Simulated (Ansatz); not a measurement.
Species: CBr₂, charge 1, multiplicity 2. 
Structure (B3LYP-D3(BJ)/def2-TZVP (Ansatz, an electronic-structure program) minimum search):
```xyz
3

C      0.0572    -0.0387     0.5872
Br     0.8920     1.3658    -0.0478
Br    -0.9018    -1.3591    -0.0528
```
Charge +1, spin multiplicity 2.

Total electronic energies in hartree. Correlated levels leave the core frozen unless marked. UHF or UKS for open shells. No spin-orbit coupling. The frozen core is the preceding noble-gas configuration, with the filled d and f shells of earlier blocks. No relativistic terms. FCI takes restricted orbitals. CBS(X,Y): correlation extrapolated as X^-3; Hartree-Fock from the larger set.

| level | program | energy (Eh) |
|---|---|---|
| HF/aug-cc-pVDZ | Ansatz | -5182.23231 |
| HF/cc-pVDZ | Ansatz | -5182.22508 |
| revPBE-D4/def2-TZVPD | Ansatz + dftd4 | -5185.57132 |
| r2SCAN0-D4/def2-TZVPD | Ansatz + dftd4 | -5185.93642 |
| HSE06-D4/def2-TZVPD | Ansatz + dftd4 | -5185.36757 |
| B2GP-PLYP-D3(BJ)/def2-TZVPD | Ansatz + dftd3 | -5184.83135 |
| MP2/6-31G | Ansatz | -5181.67484 |
| MP2/aug-cc-pVDZ | Ansatz | -5182.58091 |
| MP2/cc-pVQZ | Ansatz | -5182.88163 |
| RI-MP2/aug-cc-pVQZ | Ansatz | -5182.88607 |
| SCS-MP2/STO-3G | Ansatz | -5126.48809 |
| CCSD/aug-cc-pVDZ | Ansatz | -5182.60772 |
| CCSD/cc-pVQZ | Ansatz | -5182.90794 |
| FCI/STO-3G | Ansatz | -5126.51132 |
| CCSD(T)/CBS(cc-pVTZ,cc-pVQZ) | Ansatz | -5182.9664 |

Totals of different functionals don't rank their quality; only differences between species are comparable.
